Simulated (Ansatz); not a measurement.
CH$_{6}$HfO$_{3}$S, SMILES `C[S][Hf]([OH])([OH])[OH]` at its PBE0-D4/def2-TZVP geometry, where that method's forces vanish. Charge 0, multiplicity 1. Hf takes the def2 core potential.

```
atom   x (Å)   y (Å)   z (Å)
  C1   0.751  -0.706   2.012
  S2   1.408  -1.142   0.364
 Hf3  -0.173   0.167  -0.991
  O4   0.021   2.021  -0.494
  O5   0.309  -0.161  -2.819
  O6  -1.957  -0.407  -0.551
  H7   1.456  -1.080   2.755
  H8   0.663   0.374   2.138
  H9  -0.217  -1.176   2.183
 H10   0.373   2.900  -0.586
 H11   0.235  -0.434  -3.728
 H12  -2.869  -0.355  -0.285
```

For each bond, give half the difference of the two atoms' forces along it (eV/Å; positive pushes the atoms apart) under PBE-D4, r2SCAN-D4, B3LYP-D4, ωB97M-V in def2-TZVPP. (Estimate.)

Computed: 
```tsv
bond	length (Å)	PBE-D4	r2SCAN-D4	B3LYP-D4	ωB97M-V
C1–S2	1.827	0.16	0.19	0.31	0.16
C1–H7	1.090	0.11	-0.04	-0.10	-0.08
C1–H8	1.091	0.10	-0.04	-0.09	-0.07
C1–H9	1.090	0.10	-0.04	-0.09	-0.08
S2–Hf3	2.459	0.00	0.00	0.06	0.00
Hf3–O4	1.929	-0.04	0.05	0.11	0.07
Hf3–O5	1.919	-0.07	0.05	0.10	0.10
Hf3–O6	1.925	-0.05	0.06	0.12	0.08
O4–H10	0.952	0.34	-0.01	-0.07	-0.08
O5–H11	0.952	0.34	-0.01	-0.07	-0.09
O6–H12	0.951	0.34	-0.01	-0.07	-0.08
```

B3LYP here is the variant with VWN-RPA as its local correlation; programs differ in this.
